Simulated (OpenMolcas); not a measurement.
**F⁵⁺: from CASSCF to CASPT2**

```
Program             : OpenMolcas
Basis               : ANO-RCC-VTZP [4s3p2d1f]
Scalar Hamiltonian  : DKH2, point nucleus
Active space        : 2 electrons in 8 orbitals (2s 2p 3s 3p)
State averaging     : 2S+1 = 3 even, 3 roots; 2S+1 = 1 even, 6 roots; 2S+1 = 3 odd, 3 roots; 2S+1 = 1 odd, 3 roots
Spin-orbit coupling : state interaction with AMFI integrals over the reference wave functions, term energies averaged over their components
```

Methods on the same reference wave functions:
A. CASSCF
B. SS-CASPT2, IPEA 0.25 Eh, imaginary shift 0.1 Eh (closed shells correlated: 1s)
C. XMS-CASPT2, IPEA 0.25 Eh, imaginary shift 0.1 Eh (closed shells correlated: 1s)

Energies in cm⁻¹ above 2s² ¹S₀, the measured ground level; measured values from Moore, Atomic Energy Levels, vol. I, NSRDS-NBS 35 (1971 reprint of NBS Circular 467, 1949).

```csv
Level,A,B,C,Measured
2s² ¹S₀,0.0,0.0,0.0,0.0
2s 2p ³P°₀,97715,96740,96728,
2s 2p ³P°₁,97992,97017,97005,96861
2s 2p ³P°₂,98549,97575,97563,97437
2s 2p ¹P°₁,198931,189876,189428,
2p² ³P₀,253773,252205,252211,
2p² ³P₁,254047,252480,252485,251635
2p² ³P₂,254591,253022,253027,252145
```

Deviations, from unrounded energies. A percentage is the sum of absolute deviations over the sum of measured energies, with the sign that they share, or ± where signs differ.

```json
{"Against measurement": "mean absolute deviation (cm-1)", "Levels": "4", "A": "1800", "B": "500", "C": "500"}
{"Against measurement": "other configurations (%)", "Levels": "4", "A": "+1.0", "B": "+0.3", "C": "+0.3"}
```

B, C lie about equally close to measurement and A furthest from it. The largest miss of C in the table is 2p² ³P₂, by +880 cm-1. The ranking rests on the paired levels alone, and a cruder setting can come out closer through cancelling errors.

Between B and C the level of the table that moves most is 2s 2p ¹P°₁, by 450 cm-1 (lowest in C, highest in B).

The lowest spin-free term lies below A's lowest term by 0.005 hartree in B, 0.005 hartree in C.

Active for correlation alone: 3p 3s; no level in the range computed is led by a configuration that fills them, so any true level of that kind is missing. Measured partners are found by configuration, term and J. A level has none where our copy of the source lacks it or the pairing is in doubt (some pairs that miss far off the trend of their configuration count as doubtful), and it then counts in no deviation. Only configurations of the active space appear. Levels that lie high or do not pair safely by name in every column are left out.

° marks odd parity.
